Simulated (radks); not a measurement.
All-electron atom: neutral platinum in [Xe] 4f14 5d9 6s1.

Method: Dirac Kohn-Sham, B86b exchange with PBE correlation, spin-unpolarised, spherical densities, finite nucleus; open shells fill j = l - 1/2 first; Fermi nuclear charge, rms radius 5.427 fm; computed with a radial shooting solver on a logarithmic mesh with Libxc functionals.

Energy parts (hartree):
total: -18444.2372
kinetic: 21089.5119
electron-nucleus: -46364.1028
Hartree: 7188.8601
exchange-correlation: -358.5064

Orbitals (lengths in bohr, moments of r in powers of bohr; r(max) is where P^2 peaks):
| orbital | occ. | eigenvalue (hartree) | r(max) | small-component weight |
|---|---|---|---|---|
| 1s1/2 | 2 | -2876.682 | 0.01062 | 8.75e-02 |
| 2s1/2 | 2 | -504.9895 | 0.06143 | 2.00e-02 |
| 2p1/2 | 2 | -484.1371 | 0.04532 | 2.01e-02 |
| 2p3/2 | 4 | -420.5929 | 0.05259 | 1.79e-02 |
| 3s1/2 | 2 | -118.6073 | 0.1729 | 6.66e-03 |
| 3p1/2 | 2 | -109.2148 | 0.1614 | 6.61e-03 |
| 3p3/2 | 4 | -95.24636 | 0.1762 | 5.98e-03 |
| 3d3/2 | 4 | -79.55655 | 0.1374 | 5.86e-03 |
| 3d5/2 | 6 | -76.54585 | 0.1415 | 5.69e-03 |
| 4s1/2 | 2 | -25.48386 | 0.3904 | 2.24e-03 |
| 4p1/2 | 2 | -21.49244 | 0.3888 | 2.15e-03 |
| 4p3/2 | 4 | -18.16654 | 0.4194 | 1.91e-03 |
| 4d3/2 | 4 | -11.61769 | 0.4130 | 1.71e-03 |
| 4d5/2 | 6 | -10.99916 | 0.4225 | 1.65e-03 |
| 4f5/2 | 6 | -2.63636 | 0.3828 | 1.27e-03 |
| 4f7/2 | 8 | -2.50945 | 0.3874 | 1.24e-03 |
| 5s1/2 | 2 | -3.72808 | 0.8702 | 5.50e-04 |
| 5p1/2 | 2 | -2.45591 | 0.9222 | 4.67e-04 |
| 5p3/2 | 4 | -1.90807 | 1.003 | 3.93e-04 |
| 5d3/2 | 4 | -0.25519 | 1.240 | 1.97e-04 |
| 5d5/2 | 5 | -0.20654 | 1.283 | 1.79e-04 |
| 6s1/2 | 1 | -0.20869 | 2.386 | 5.61e-05 |

The highest occupied level is 5d5/2 at -5.620 eV. The electron density at the nucleus is 1.975e+06 e/bohr^3.
